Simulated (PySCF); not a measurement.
## A single-point calculation

CeF3(H2O) (singlet in the valence; each metal's 4f electrons, 1 of them, lie in its core potential, out of spins and levels). PySCF 2.14.0, RKS PBE0, Ce lcecp-1-SVP with ECP47, F def2-SVP, O def2-SVP, H def2-SVP; non-relativistic Hamiltonian with scalar-relativistic core potentials where named; density fitting; no spin-orbit coupling. Purpose: finer grid at the relaxed geometry.

```python
mol = gto.M(atom='''
Ce     0.09945    -0.10071     0.10071
F      1.15919     1.38642     1.19195
F     -1.34677    -1.20042     1.20042
F      1.15919    -1.19195    -1.38642
O     -1.37631     1.38952    -1.38952
H     -1.71238     2.26937    -1.17789
H     -1.71238     1.17789    -2.26937''',
    basis={'Ce': 'lcecp-1-SVP', 'F': 'def2-SVP', 'O': 'def2-SVP', 'H': 'def2-SVP'},
    ecp={'Ce': 'lcecp-1-SVP'},
    charge=0, spin=0)
mf = dft.RKS(mol, xc='PBE0')
mf.grids.atom_grid = (75, 302)  # f atoms: unpruned, at least (60, 302)
mf = mf.density_fit()  # fitting sets: Ce AutoAux, F def2-universal-JKFIT, O def2-universal-JKFIT, H def2-universal-JKFIT
mf.conv_tol = 1e-09; mf.max_cycle = 55
mf.kernel(dm0)  # dm0: converged density of the relaxed state
mf.nuc_grad_method().kernel()
```

Run from Python with OMP_NUM_THREADS=2; the lines above give its settings. Where DIIS fails, smearing, a level shift and second-order steps follow.
It took 31 s on 2 threads of Arm Neoverse V1 (shared host), with gradient, populations and further properties, from an already converged density.

Where do the frontier levels lie, over both spins?

HOMO -9.10 eV, LUMO -1.15 eV. The 4f levels lie in the core potential and are missing.

What are the Mulliken charges and spins?


```csv
atom,charge (e),spin (e)
Ce1,1.292,0.000
F2,-0.482,0.000
F3,-0.481,0.000
F4,-0.482,0.000
O5,-0.302,0.000
H6,0.228,0.000
H7,0.228,0.000
```
The spin of the 4f electrons in the core isn't counted.

What forces act on the atoms (eV/Å)?


```
Ce  0.00 0.00 0.00
F   0.00 0.00 0.00
F   0.00 0.00 0.00
F   0.00 0.00 0.00
O   0.00 0.00 0.00
H   0.00 0.00 0.00
H   0.00 0.00 0.00
```
Forces carry noise of the integration grid, about 0.01 to 0.03 eV/Å.

An lcecp potential fixes the number of 4f electrons, so in runs with it no electron can move into or out of that shell.
